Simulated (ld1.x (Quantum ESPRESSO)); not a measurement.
**chromium: excitation energies, all-electron against RRKJ**

- Element: chromium
- Generator: ld1.x (Quantum ESPRESSO) 7.5
- Type: norm-conserving RRKJ (Kleinman–Bylander form)
- Functional: LDA (PZ)
- Relativity: fully relativistic
- Frozen core: [Ne]
- Valence charge: 14
- Reference configuration: 3s2 3p6 3d5 4s0.5 4p0 (charge +0.5)
- Partial waves: 3p (bound): rc 0.80 bohr; 3d (bound): rc 1.75 bohr; 3s (bound): rc 1.30 bohr
- Local potential: the s channel
- Core correction: none

Open shells are filled in proportion to 2j + 1 (rel_dist='average').

Occupied shells without a wave of their own: 4s. They enter only through the test configuration that unscreens the potential.

Energies are relative to the spin-unpolarised reference configuration 3s2 3p6 3d5 4s0.5 4p0; without spin polarisation the order of configurations can differ from experiment.

```
valence configuration  charge  ΔE all-electron (eV)  error AE − PS (meV)
  3s2 3p6 3d5 4s1 4p0       0                -2.818                 +176
  3s2 3p6 3d5 4s0 4p0      +1                 4.322                 -231
  3s2 3p6 3d4 4s0 4p0      +2                20.665                 -367
  3s1 3p6 3d5 4s1 4p0      +1                77.053                  +45
  3s2 3p6 3d3 4s0 4p0      +3                51.690                 -368
  3s2 3p5 3d5 4s1 4p0      +1                48.657                 +179
```

Question: What are ΔE and the potential's error for 3s2 3p6 3d4 4s1 4p0?

Answer: ΔE = 5.434 eV all-electron; the error (AE − PS) is +320 meV.

The 4s level has no wave, so the channel is fitted at the deeper level alone: the likely source of the large errors.

A Bessel basis up to 400 Ry misses an occupied level by 0.03 Ry, so cutoffs and ghosts were not judged. The potential misses its own reference levels by up to 0.4 eV.
